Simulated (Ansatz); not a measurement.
Molecule: GeH3 (charge -1, singlet). 
Coordinates optimised at B3LYP-D3(BJ)/def2-TZVP (Ansatz, a quantum-chemistry and plane-wave program):
```xyz
4

Ge     0.0009    -0.0012     0.0771
H     -1.3464    -0.2008    -0.8098
H      0.8427    -1.0378    -0.8496
H      0.4734     1.2766    -0.8094
```
Charge -1, spin multiplicity 1.

Basis-set convergence of Hartree-Fock and CCSD correlation energies (hartree) with Ansatz. Correlated levels leave the core frozen unless marked. Spin-orbit coupling is left out. Frozen are the shells of the preceding noble gas and the d and f shells that filled before the atom's block. Non-relativistic. This anion needs diffuse functions, which these sets lack.

```json
[
 {"basis": "cc-pVDZ", "functions": "42", "E(HF)": "-2077.04261", "E(corr, CCSD)": "-0.14369"},
 {"basis": "cc-pVTZ", "functions": "85", "E(HF)": "-2077.11986", "E(corr, CCSD)": "-0.17192"},
 {"basis": "cc-pVQZ", "functions": "158", "E(HF)": "-2077.12545", "E(corr, CCSD)": "-0.17978"},
 {"basis": "cc-pV5Z", "functions": "269", "E(HF)": "?", "E(corr, CCSD)": "?"}
]
```

Q: Complete the blanks.

A: 
- cc-pV5Z, E(HF): -2077.12639
- cc-pV5Z, E(corr, CCSD): -0.18228
